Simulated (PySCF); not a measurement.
Job file and geometry (Å, from PBE0-D3(BJ)/def2-SVP) of a spin–spin coupling run on `CC1[CH2][GeH2][CH2]1`, C₄H₁₀Ge, PySCF, B3LYP/pcJ-1 Ge:pcSseg-1 indirect spin-spin coupling, non-relativistic, gas phase; density fitting, a coarse starting grid and PySCF grid level 2 are the driver's defaults:

```
$ OMP_NUM_THREADS=1 python probes_run.py task.json out

{"job": {"kind": "j", "xc": "B3LYP", "basis": "pcJ-1"}, "charge": 0, "multiplicity": 1}
C      1.819751    -0.438302    -0.115224
C      0.801624     0.646524     0.204702
C     -0.084933     0.976615    -1.029467
Ge    -1.489001    -0.198666    -0.282672
C     -0.259433     0.148059     1.226985
H      1.326293    -1.353175    -0.485760
H      2.525031    -0.105821    -0.892871
H      2.401179    -0.715288     0.777765
H      1.345316     1.534888     0.573134
H      0.364844     0.762761    -2.009606
H     -0.433370     2.020819    -1.025368
H     -1.529448    -1.643898    -0.818086
H     -2.930865     0.343068    -0.197357
H      0.064164    -0.667919     1.888861
H     -0.656289     0.965704     1.848126
```

Problem. Write the output of this run.

Solution. 
```
coarse grid: 52856 points
cycle   1  E = -2235.1619668823  dE = -3.932e-01  |g| = 1.015e+00  |ddm| = 3.082e+00
cycle   2  E = -2235.0450508460  dE =  1.169e-01  |g| = 1.204e+00  |ddm| = 1.334e+00
cycle   3  E = -2235.2621685862  dE = -2.171e-01  |g| = 1.603e-01  |ddm| = 9.843e-01
cycle   4  E = -2235.2684352092  dE = -6.267e-03  |g| = 6.437e-02  |ddm| = 1.995e-01
cycle   5  E = -2235.2692877784  dE = -8.526e-04  |g| = 7.163e-03  |ddm| = 5.486e-02
cycle   6  E = -2235.2693003267  dE = -1.255e-05  |g| = 1.423e-03  |ddm| = 1.053e-02
cycle   7  E = -2235.2693009545  dE = -6.279e-07  |g| = 2.793e-04  |ddm| = 2.107e-03
final grid: 111592 points
cycle   8  E = -2235.2693244049  dE = -1.212e-07  |g| = 2.964e-04  |ddm| = 2.200e-03
cycle   9  E = -2235.2693243932  dE =  1.166e-08  |g| = 3.758e-04  |ddm| = 6.078e-04
cycle  10  E = -2235.2693244276  dE = -3.438e-08  |g| = 2.898e-05  |ddm| = 3.046e-04
cycle  11  E = -2235.2693244277  dE = -1.673e-10  |g| = 6.858e-06  |ddm| = 3.406e-05
converged SCF energy = -2235.2693244277

Indirect spin-spin couplings (Hz)
  i      j    bonds     total        FC       PSO       DSO        SD
  0 C    1 C    1     36.363    36.711    -0.596     0.249         -
  0 C    2 C    2     -0.071     0.038    -0.163     0.054         -
  0 C    4 C    2     -0.065     0.044    -0.162     0.054         -
  0 C    5 H    1    129.582   127.642     1.135     0.806         -
  0 C    6 H    1    133.132   131.291     1.138     0.703         -
  0 C    7 H    1    133.193   131.352     1.138     0.703         -
  0 C    8 H    2     -2.319    -2.310     0.059    -0.068         -
  0 C    9 H    3      6.887     6.757    -0.070     0.199         -
  0 C   10 H    3      8.764     8.753     0.358    -0.346         -
  0 C   11 H    4      0.311     0.340    -0.042     0.013         -
  0 C   12 H    4     -0.681    -0.231     0.260    -0.710         -
  0 C   13 H    3      6.854     6.725    -0.069     0.199         -
  0 C   14 H    3      8.768     8.756     0.358    -0.346         -
  1 C    2 C    1     30.843    30.286     0.236     0.321         -
  1 C    4 C    1     30.803    30.246     0.237     0.321         -
  1 C    5 H    2     -3.955    -4.118     0.099     0.064         -
  1 C    6 H    2     -2.963    -3.070     0.109    -0.002         -
  1 C    7 H    2     -2.961    -3.067     0.108    -0.002         -
  1 C    8 H    1    138.806   137.106     0.523     1.177         -
  1 C    9 H    2     -1.853    -2.201     0.316     0.032         -
  1 C   10 H    2     -3.158    -3.451     0.194     0.098         -
  1 C   11 H    3     -1.570    -1.158     0.067    -0.479         -
  1 C   12 H    3      4.038     4.709     0.189    -0.860         -
  1 C   13 H    2     -1.854    -2.202     0.315     0.033         -
  1 C   14 H    2     -3.152    -3.445     0.194     0.099         -
  2 C    4 C    2      2.392     2.582    -0.261     0.071         -
  2 C    5 H    3      3.534     3.407    -0.075     0.202         -
  2 C    6 H    3      3.151     3.006    -0.012     0.157         -
  2 C    7 H    3     13.026    12.971     0.389    -0.333         -
  2 C    8 H    2     -1.305    -1.579     0.204     0.070         -
  2 C    9 H    1    147.213   145.161     0.909     1.143         -
  2 C   10 H    1    138.391   136.100     1.114     1.177         -
  2 C   11 H    2      2.969     3.478     0.212    -0.721         -
  2 C   12 H    2      3.891     4.439     0.226    -0.774         -
  2 C   13 H    3     10.940    11.056     0.317    -0.434         -
  2 C   14 H    3      0.054     0.059     0.060    -0.065         -
  4 C    5 H    3      3.610     3.483    -0.077     0.204         -
  4 C    6 H    3     13.037    12.982     0.388    -0.333         -
  4 C    7 H    3      3.074     2.930    -0.010     0.154         -
  4 C    8 H    2     -1.289    -1.562     0.204     0.070         -
  4 C    9 H    3     10.936    11.052     0.317    -0.434         -
  4 C   10 H    3      0.053     0.058     0.060    -0.065         -
  4 C   11 H    2      2.996     3.505     0.213    -0.723         -
  4 C   12 H    2      3.916     4.466     0.227    -0.776         -
  4 C   13 H    1    147.295   145.247     0.906     1.142         -
  4 C   14 H    1    138.411   136.122     1.113     1.177         -
  5 H    6 H    2    -13.613   -14.008     2.394    -1.999         -
  5 H    7 H    2    -13.593   -13.987     2.397    -2.003         -
  5 H    8 H    3     16.392    16.250     2.629    -2.487         -
  5 H   10 H    4     -0.239    -0.199     1.599    -1.638         -
  5 H   11 H    5      1.391     0.562    -1.294     2.123         -
  5 H   12 H    5     -2.457    -0.259     0.793    -2.991         -
  5 H   14 H    4     -0.226    -0.188     1.598    -1.636         -
  6 H    7 H    2    -13.168   -13.425     2.597    -2.340         -
  6 H    8 H    3      4.171     4.063     0.291    -0.183         -
  6 H   12 H    5     -1.449    -0.249     1.027    -2.227         -
  6 H   13 H    4      0.688     0.584     1.495    -1.391         -
  6 H   14 H    4      2.507     2.482     1.652    -1.627         -
  7 H    8 H    3      4.248     4.140     0.281    -0.173         -
  7 H    9 H    4      0.692     0.588     1.494    -1.390         -
  7 H   10 H    4      2.509     2.484     1.651    -1.625         -
  7 H   12 H    5     -1.451    -0.252     1.028    -2.227         -
  8 H    9 H    3      1.382     1.157     1.366    -1.142         -
  8 H   10 H    3     10.154     9.746    -0.243     0.650         -
  8 H   11 H    4      1.906     3.027     1.473    -2.594         -
  8 H   12 H    4      4.863     5.974     1.048    -2.158         -
  8 H   13 H    3      1.376     1.152     1.364    -1.139         -
  8 H   14 H    3     10.124     9.716    -0.243     0.651         -
  9 H   10 H    2    -13.472   -14.480     2.508    -1.500         -
  9 H   11 H    3      1.748     2.224     0.206    -0.682         -
  9 H   12 H    3      0.054     1.676     1.145    -2.767         -
  9 H   13 H    4      4.935     5.214     1.621    -1.900         -
  9 H   14 H    4     -1.450    -1.161     1.764    -2.053         -
 10 H   11 H    3      4.984     7.292     1.503    -3.811         -
 10 H   12 H    3      2.083     2.492    -0.002    -0.408         -
 10 H   13 H    4     -1.450    -1.162     1.765    -2.053         -
 10 H   14 H    4      0.184    -0.029    -0.170     0.383         -
 11 H   12 H    2     21.516    24.619     1.034    -4.137         -
 11 H   13 H    3      1.714     2.194     0.210    -0.690         -
 11 H   14 H    3      4.975     7.287     1.503    -3.816         -
 12 H   13 H    3      0.055     1.681     1.147    -2.774         -
 12 H   14 H    3      2.063     2.477    -0.000    -0.413         -
 13 H   14 H    2    -13.448   -14.456     2.510    -1.502         -
```

Size and cost of the density-fitted run: 249 basis functions, 91 s wall time on 1 thread of an Arm Neoverse N1, shared host; peak memory 1.1 GiB.
